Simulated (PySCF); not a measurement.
A small calculation by hand: chemical shift, span and skew from a shielding tensor

B(CCH)(Me)(OH) (C₃H₅BO), SMILES C#CB(C)O. Atoms are numbered in the order given.

```xyz
10

B     -0.4445    -0.1005     0.0249
C      1.0323     0.3072    -0.1897
C      2.2066     0.6305    -0.3604
H      3.2412     0.9126    -0.5061
C     -0.9070    -0.9009     1.2971
H     -1.9931    -1.1162     1.2923
H     -0.6567    -0.3362     2.2208
H     -0.3502    -1.8591     1.3757
O     -1.3789     0.2431    -0.9165
H     -0.9784     0.7353    -1.6575
```
Charge 0, spin multiplicity 1.

The structure is a stationary point at PBE-D3(BJ)/def2-SVP. The structure was generated by enumeration, and PubChem lists no compound with its InChIKey, so it may never have been made. One conformer was computed; it need not be the lowest.

GIAO shieldings from PBE/pcSseg-1 (PySCF), non-relativistic, no solvent. The symmetric part of the tensor of C5 has the principal values 151.2, 172.0, 189.0 ppm. The same nucleus in TMS has σ = 182.0 ppm at this level (PySCF, at its B3LYP-D3(BJ)/def2-TZVP geometry).

**Question.** Work out the isotropic shielding, the ¹³C shift against TMS, the span and the skew.

**Answer.** 
σ(iso) = (σ11 + σ22 + σ33)/3 = 170.7 ppm. δ = σ(ref) − σ(iso) = 182.0 − (170.7) = 11.3 ppm.
Span Ω = σ33 − σ11 = 37.8 ppm. Skew κ = 3(σ(iso) − σ22)/Ω = -0.10. Tumbling in solution averages the tensor to δ; in a static solid the shielding alone would spread this spin-1/2 line over Ω.
